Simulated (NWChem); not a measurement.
Species: H$_{2}$PO$_{4}$ anion

```xyz
7

O     -1.0258    -0.8757    -0.8429
P      0.0000     0.0000    -0.1584
O      1.0258     0.8757    -0.8429
O      0.8572    -0.9751     0.9157
O     -0.8572     0.9751     0.9157
H      1.7365    -0.5840     0.9836
H     -1.7365     0.5840     0.9836
```
Atoms are numbered in this order, from 1.

All runs: NWChem. Pople sets run with spherical d functions. Coordinates come from a B3LYP/def2-SVPD optimisation. No frequency run checked for a minimum. Level: PBE/6-31+G* with SMD (1 M gas to 1 M solution), gas-phase geometry. Reactions with the solvent are ignored.

For solvent tetrahydrofuran:

* **solvation free energy (kcal/mol)**: -51.5
* **cavity-dispersion-structure term (kcal/mol)**: -3.0

Problem. How do the values read with solvent 1-octanol instead?

Solution. 
* **solvation free energy (kcal/mol)**: -65.1
* **cavity-dispersion-structure term (kcal/mol)**: 3.5
